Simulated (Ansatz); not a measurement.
Compare A (`C[SiH2][SnH2][F]`) with its isomer B (`C[SiH](F)[SnH3]`).

Isolated molecules relaxed with PBE0-D4/def2-TZVP in Ansatz; ΔE leaves out vibrations. CCSD(T)/CBS is the MP2 limit (def2-TZVPP, def2-QZVPP) plus CCSD(T) − MP2 in def2-TZVPP, frozen cores. DFT in def2-TZVPP. B3LYP here is the variant with VWN-RPA as its local correlation; programs differ in this. def2 core potentials past Kr. For Sn outer-core shells are correlated without core-valence functions, which leaves a few kJ/mol of doubt a bond. One conformer a species, not always the lowest.

A:

```xyz
11

C     1.159    1.342   -0.146
Si   -0.429    0.694    0.602
Sn   -0.784   -1.738   -0.137
F    -0.324   -1.677   -2.021
H     1.134    1.238   -1.233
H     1.296    2.398    0.099
H     2.021    0.787    0.229
H    -1.606    1.483    0.151
H    -0.392    0.729    2.091
H     0.302   -2.899    0.493
H    -2.376   -2.357   -0.127
```

B:

Z-matrix (Å, degrees):
```
C
Si 1 1.859
H 1 1.092 2 111.4
H 1 1.093 2 110.7 3 120.9
H 1 1.094 2 109.8 3 -119.8
F 2 1.610 1 108.8 3 -62.4
Sn 2 2.571 1 112.5 3 57.3
H 2 1.489 1 110.2 3 -179.0
H 7 1.707 2 111.9 1 -177.4
H 7 1.709 2 111.1 1 -56.4
H 7 1.711 2 110.0 1 62.6
```

Question: Which isomer does CCSD(T)/CBS put lower? Give the gap. (Best estimate.)

Answer: The calculation gave: B, by 69.1 kJ/mol.

Question: Give E(B) − E(A) in kJ/mol with B3LYP, r2SCAN-D4, B3LYP-D4, HF/def2-TZVPP, CCSD/def2-TZVPP, PBE0-D4, PBE-D4. (Best estimate.)

Answer: The calculation gave: B3LYP -66.7, r2SCAN-D4 -68.5, B3LYP-D4 -67.2, HF/def2-TZVPP -75.1, CCSD/def2-TZVPP -77.3, PBE0-D4 -69.0, PBE-D4 -62.0. None reverses the order clearly.

Largest T1 diagnostic: 0.013.

From PBE to PBE0 (25 % exact exchange), in def2-TZVPP and without D4, E(B) − E(A) moves by −7.1 kJ/mol.
